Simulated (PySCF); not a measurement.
**Diatomic anions of Ge with group 15**

r²SCAN with triple-zeta basis sets in PySCF, for the lowest determinant that a PBE0 search found; no spin–orbit coupling. De refers to high-spin ground-configuration atoms (the charge goes to the atom of lower measured ionisation energy or higher electron affinity, which is not always the lowest computed limit). A positive dipole points towards Ge; it is taken about the centre of mass and depends on that origin.

```
 M        basis  charged atom  state (unpaired electrons)  Re (Å)  ωe (cm⁻¹)  De (eV)  μ (D)
 N  def2-TZVPPD           Ge−      singlet (closed shell)   1.675        988     5.21   3.70
 P  def2-TZVPPD           Ge−      singlet (closed shell)   2.069        550     5.06   2.70
As  def2-TZVPPD           Ge−      singlet (closed shell)   2.162        398     4.73   0.59
```

The shortest bond is that of GeN⁻ (1.675 Å), the longest that of GeAs⁻ (2.162 Å).

Down a group the atoms grow and get heavier, so bonds lengthen and wavenumbers fall; this series shows no clear exception.

For an ion De counts to the pair picked by the measured ionisation energies or electron affinities, which need not be the lowest pair at this level. The highest Kohn–Sham level is positive in some of these anions. Much of that is self-interaction error, but it also means that the finite basis helps to hold the extra electron.
